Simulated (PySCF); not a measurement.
Computed shifts of a molecule C2H8O2Si2, PBE0/pcSseg-1 in PySCF, GIAO, gas phase, atoms alike by connectivity averaged where their shifts nearly agree, in ppm (number of nuclei): ¹³C: 148.8 (1), 147.0 (1). ²⁹Si: -8.0 (1), -29.1 (1). ¹H: 6.91 (1), 6.73 (1), 6.68 (1), 5.67 (1), 5.46 (1), 5.24 (1), 0.97 (1), 0.96 (1). References: ¹³C against TMS (σ = 186.3 ppm); ²⁹Si against TMS (σ = 352.7 ppm); ¹⁷O against H2O (σ = 334.2 ppm); ¹H against TMS (σ = 31.56 ppm), references at their B3LYP-D3(BJ)/def2-TZVP geometries, non-relativistic. Geometry: B3LYP-D3(BJ)/def2-SVP. Other conformers were not sampled.

Identify the compound among the candidates.
A. C=C[Si@H](O)[SiH2]O
B. CC(=O)[SiH2][SiH2]O
C. CO[C@@H]1O[SiH2][SiH2]1
D. CC[SiH]1O[SiH2]O1

A, C=C[Si@H](O)[SiH2]O
